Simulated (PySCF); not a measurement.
## Relaxation of quartet CrBr₂⁺

These are results of UPBE/[Cr def2-SVP, Br def2-SVP], no relativity, density fitting, PySCF, not measurements. A (50,194) grid was used.

A start displaced from a saddle point along its imaginary mode, of C2v symmetry, held to at least that symmetry:

```xyz
3
charge 1 multiplicity 4, angstrom
Cr    0.1353   -0.2102    0.0000
Br   -0.0445    0.0692    2.2686
Br   -0.0445    0.0692   -2.2686
```

Optimiser trace:
| step | E − E(last) (kJ/mol) | largest gradient (Eh/bohr) |
| --- | --- | --- |
| 0 | 6.78 | 0.00630 |
| 2 | 5.81 | 0.00078 |
| 4 | 5.73 | 0.00079 |
| 6 | 5.64 | 0.00085 |
| 8 | 5.53 | 0.00092 |
| 10 | 5.40 | 0.00102 |
| 12 | 5.23 | 0.00114 |
| 14 | 5.01 | 0.00128 |
| 16 | 4.70 | 0.00144 |
| 18 | 4.30 | 0.00159 |
| 20 | 3.79 | 0.00166 |
| 22 | 3.22 | 0.00158 |
| 24 | 0.87 | 0.00089 |
| 26 | 0.24 | 0.00257 |
| 28 | 0.00 | 0.00003 |

It ends at C2v with Cr–Br 2.240 Å (×2); Br–Cr–Br 122.0°. No frequency check is given, so it may be a saddle point. Other isomers or separated fragments may lie lower.

Final geometry:
Coordinates in bohr (charge 1 multiplicity 4):
```
Cr    0.7695   -1.1953    0.0000
Br   -0.3410    0.5297    3.7026
Br   -0.3410    0.5297   -3.7026
```

The determinant is spin-contaminated (⟨S²⟩ = 4.01, pure value 3.75). Other spin states or occupations of the open shell can lie lower.

The relaxation took 100 s on 2 threads of a shared Arm Neoverse V2 host, with 95 basis functions and 29 gradients; the process peaked at 0.77 GiB.
